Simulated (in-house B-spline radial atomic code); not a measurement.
A fraction x of an electron is moved 4p → 4f in Ru V (Ru4+), starting from [Kr] 4d4 and keeping the highest spin. All numbers are computed (scalar-relativistic (X2C) PW91, spin-polarised, spherical fractional occupations; Fermi nucleus of rms radius 4.4809 fm) with an all-electron radial atomic-structure program (B-spline basis), not measured.

```
    x  E(x) - E(0) (eV)  4p down level (eV)  4f up level (eV)
    0            0.0000             -94.331                 -
0.125            9.3874             -95.119           -19.787
 0.25                 ?                   ?                 ?
0.375                 ?                   ?                 ?
  0.5           37.8843             -97.235           -20.686
0.625           47.4727             -97.874           -21.012
 0.75           57.0985             -98.481           -21.334
0.875           66.7585             -99.058           -21.649
    1           76.4499             -99.606           -21.956
```

**Question.** What belongs in the row x = 0.25?

**Answer.** An energy change of 18.8352 eV; 4p down at -95.859 eV, 4f up at -20.047 eV.

**Question.** What belongs in the row x = 0.375?

**Answer.** An energy change of 28.3368 eV; 4p down at -96.564 eV, 4f up at -20.359 eV.

**Question.** Check Janak's theorem between x = 0.5 and 0.625.

**Answer.** The slope of the energy is 76.71 eV; the orbital levels give 76.71 eV (ε of the receiving orbital less ε of the emptying one, averaged over the two points).
